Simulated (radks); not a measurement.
Results of a calculation; reference values are marked as such.
Q: Radial electron density D(r) = 4 pi r^2 rho(r) of an atom or ion with 45 electrons. Level of theory: Dirac Kohn-Sham, PBE, spin-unpolarised, spherical densities, finite nucleus; Fermi nuclear charge, rms radius of each element as measured or else 0.836 A^(1/3) + 0.57 fm (a radial shooting solver on a logarithmic mesh with Libxc functionals).

```
   r/bohr * D(r) (the largest magnitude, 73.3, reaches the edge; | marks zero)
 0.004171 |         *
 0.004779 |           *
 0.005475 |             *
 0.006273 |                *
 0.007187 |                   *
 0.008168 |                       *
 0.009358 |                          *
  0.01072 |                              *
  0.01228 |                                  *
  0.01407 |                                     *
  0.01612 |                                        *
  0.01832 |                                          *
  0.02099 |                                           *
  0.02405 |                                           *
  0.02756 |                                          *
  0.03157 |                                         *
  0.03588 |                                       *
  0.04111 |                                     *
   0.0471 |                                     *
  0.05396 |                                       *
  0.06182 |                                          *
  0.07083 |                                               *
   0.0805 |                                                   *
  0.09223 |                                                      *
   0.1057 |                                                      *
   0.1211 |                                                   *
   0.1387 |                                             *
   0.1589 |                                       *
   0.1806 |                                    *
   0.2069 |                                    *
    0.237 |                                       *
   0.2716 |                                          *
   0.3111 |                                           *
   0.3536 |                                       *
   0.4051 |                                *
   0.4642 |                       *
   0.5318 |               *
   0.6093 |           *
    0.698 |           *
   0.7933 |           *
   0.9089 |            *
    1.041 |           *
    1.193 |         *
    1.367 |       *
    1.566 |    *
     1.78 |   *
    2.039 | *
    2.336 |*
    2.676 |*
    3.066 *
    3.513 *
    3.993 *
    4.574 *
    5.241 *
```

What is the nuclear charge?

A: Z = 46. The innermost maximum, from 1s, lies near gamma/Z bohr with gamma = sqrt(1 - (Z/c)^2) = 0.942, here 0.0205 bohr (found: 0.0224), and its height grows with Z. The density is that of the palladium ion Pd+ in [Kr] 4d9; the configuration itself is not fixed sharply by these data, and Z only to a few units. D(r) has 4 maxima, at r = 0.0224, 0.0991, 0.299, 0.902 bohr, and minima at 0.0445, 0.194, 0.676 bohr, inside which lie 2.04, 11.17, 29.02 electrons.
